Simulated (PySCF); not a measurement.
Two species compared at the same levels of theory.

First species: C4H5N3S.
Z-matrix (Å and degrees, GFN2-xTB geometry), rows numbered from 1:
```
C 
C   1  1.4875
C   1  1.5089  2   60.48
C   3  1.4559  1  118.73  2   107.60
N   4  1.3501  3  122.60  1   -33.80
N   5  1.2631  4  112.40  3  -179.61
S   6  1.6472  5  110.89  4    -0.03
N   4  1.3227  3  122.74  1   146.61
H   1  1.0792  2  118.99  3  -106.74
H   1  1.0788  2  117.83  3   106.97
H   2  1.0788  1  117.74  3  -106.79
H   2  1.0789  1  119.10  3   106.86
H   3  1.0814  1  118.60  2  -108.11
```

Second species: Disulfane, H2S2.
SMILES: `SS`

Levels: PBE0/pcSseg-1 for dipole moment, HOMO energy, LUMO energy and HOMO–LUMO gap; GFN2-xTB for rotational constant A and rotational constant C. Geometries: GFN2-xTB. Each species is one conformer at its optimised geometry, gas phase, non-relativistic unless stated; the electronic structure was computed with PySCF and density fitting.

The conformers computed, where there is a choice (atom-mapped SMILES and torsion angles):
- `[CH2:1]1[CH2:2][CH:3]1[c:4]1[n:5][n:6][s:7][n:8]1`: C2–C3–C4–N5 34°
- `[SH:1][SH:2]`: H–S1–S2–H 96°

(1) Which of the two has the higher HOMO–LUMO gap, and by how much?

(2) Which has the higher rotational constant C?

(3) Which has the higher HOMO energy?

(4) Which of the two has the higher rotational constant A, and by how much?

(5) Which has the higher dipole moment?

(6) Which of the two has the higher LUMO energy, and by how much?

Results:

(1) The second: 6.63 eV against 5.88 eV, a difference of 0.75 eV.

(2) The second: 7.042 GHz against 1.039 GHz, a difference of 6.003 GHz.

(3) The second: -7.50 eV against -7.88 eV, a difference of 0.38 eV.

(4) The second: 148.059 GHz against 5.816 GHz, a difference of 142.243 GHz.

(5) The first: 1.64 D against 1.53 D, a difference of 0.11 D.

(6) The second: -0.87 eV against -2.00 eV, a difference of 1.13 eV.

On the first: In atomic units the dipole is 0.65 e·bohr (1 au = 2.5417 D).

On the second: A dipole of 1.53 D is allowed in C2, and pure rotational transitions are dipole-allowed. The dipole equals about 5.1 × 10⁻³⁰ C·m (1 D = 3.33564 × 10⁻³⁰ C·m).
